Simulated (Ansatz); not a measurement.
Cd6S6⁻, that is (CdS)6 prism with one electron more. The state is a doublet with charge -1. Geometry r2SCAN-D4/def2-SVP; atoms count from 1.

```tsv
atom	x (Å)	y (Å)	z (Å)
Cd1	-2.018	0.565	1.320
S2	-0.154	1.603	2.603
Cd3	1.418	1.908	0.697
S4	1.438	2.024	-1.790
Cd5	-0.748	0.900	-2.183
S6	-2.870	0.340	-1.008
Cd7	-1.417	-1.908	-0.697
S8	-1.438	-2.024	1.790
Cd9	0.748	-0.900	2.183
S10	2.870	-0.340	1.008
Cd11	2.018	-0.565	-1.320
S12	0.154	-1.603	-2.603
```

In the def2 sets Cd takes a core potential; there is no spin–orbit coupling. Single mean-field runs in def2-TZVP are fitted with def2-universal-jkfit.

Question: Estimate the Mulliken populations from the PBE0/def2-TZVP orbitals of Ansatz.

Answer: 
```json
{"atom": "Cd1", "charge (e)": "0.53", "spin (α − β)": "0.19", "d electrons": "10.01"}
{"atom": "S2", "charge (e)": "-0.70", "spin (α − β)": "-0.02", "d electrons": "–"}
{"atom": "Cd3", "charge (e)": "0.53", "spin (α − β)": "0.19", "d electrons": "10.01"}
{"atom": "S4", "charge (e)": "-0.70", "spin (α − β)": "-0.02", "d electrons": "–"}
{"atom": "Cd5", "charge (e)": "0.53", "spin (α − β)": "0.19", "d electrons": "10.01"}
{"atom": "S6", "charge (e)": "-0.70", "spin (α − β)": "-0.02", "d electrons": "–"}
{"atom": "Cd7", "charge (e)": "0.53", "spin (α − β)": "0.19", "d electrons": "10.01"}
{"atom": "S8", "charge (e)": "-0.70", "spin (α − β)": "-0.02", "d electrons": "–"}
{"atom": "Cd9", "charge (e)": "0.53", "spin (α − β)": "0.19", "d electrons": "10.01"}
{"atom": "S10", "charge (e)": "-0.70", "spin (α − β)": "-0.02", "d electrons": "–"}
{"atom": "Cd11", "charge (e)": "0.53", "spin (α − β)": "0.19", "d electrons": "10.01"}
{"atom": "S12", "charge (e)": "-0.70", "spin (α − β)": "-0.02", "d electrons": "–"}
```
Mulliken values and Mayer orders depend strongly on the basis.

Question: Where does the spin sit?

Answer: Summed by element: Cd 1.13, S -0.13, of 1 unpaired in all. Largest on single atoms: Cd3 0.19, Cd5 0.19, Cd7 0.19.

Question: And the Mayer bond orders between bonded heavy atoms (over 0.3)?

Answer: Cd1–S2 0.70 (2.49 Å); Cd1–S6 0.70 (2.49 Å); Cd1–S8 0.46 (2.69 Å); S2–Cd3 0.70 (2.49 Å); S2–Cd9 0.46 (2.69 Å); Cd3–S4 0.70 (2.49 Å); Cd3–S10 0.46 (2.69 Å); S4–Cd5 0.70 (2.49 Å); S4–Cd11 0.46 (2.69 Å); Cd5–S6 0.70 (2.49 Å); Cd5–S12 0.46 (2.69 Å); S6–Cd7 0.46 (2.69 Å); Cd7–S8 0.70 (2.49 Å); Cd7–S12 0.70 (2.49 Å); S8–Cd9 0.70 (2.49 Å); Cd9–S10 0.70 (2.49 Å); S10–Cd11 0.70 (2.49 Å); Cd11–S12 0.70 (2.49 Å).
